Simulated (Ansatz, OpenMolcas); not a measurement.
# Exact exchange and the HOMO–LUMO gap of CH6O3Sn

The species is CH6O3Sn (11 atoms), meant as a singlet with charge 0. As SMILES, `C[Sn](O)(O)O`. The shape is that of a PBE0-D4/def2-TZVP optimisation. This is one conformer, not always the lowest.

The HOMO–LUMO gap y, in eV, basis def2-SVP with a core potential; a is the functional's share of exact exchange. Programs: Ansatz 0.2.0, OpenMolcas 26.06.

| functional | program | a | y (eV) |
| --- | --- | --- | --- |
| revPBE | OpenMolcas | 0 | 5.13 |
| TPSS | OpenMolcas | 0 | 5.36 |
| B3LYP | OpenMolcas | 0.2 | 7.09 |
| PBE0 | Ansatz | 0.25 | ? |
| BHLYP | OpenMolcas | 0.5 | 10.16 |

Problem. Fit y = c + s·a to the known rows and predict PBE0.

Solution. 
1. Means of the 4 rows: a = 0.1750, y = 6.935.
2. Σ(Δa)² = 0.1675, Σ(Δa·Δy) = 1.6435, so the slope is 1.6435/0.1675 = 9.8119.
3. Intercept: 6.935 − (9.8119) × 0.1750 = 5.218. The largest residual of the fit is 0.14.
4. PBE0: 5.218 + (9.8119) × 0.25 = 7.67 eV.

The run gave 7.74 eV, so the prediction is off by -0.07 eV, within the largest residual. Exact exchange lowers occupied levels and raises empty ones. The rows mix families of semi-local functionals, which the line can't see.
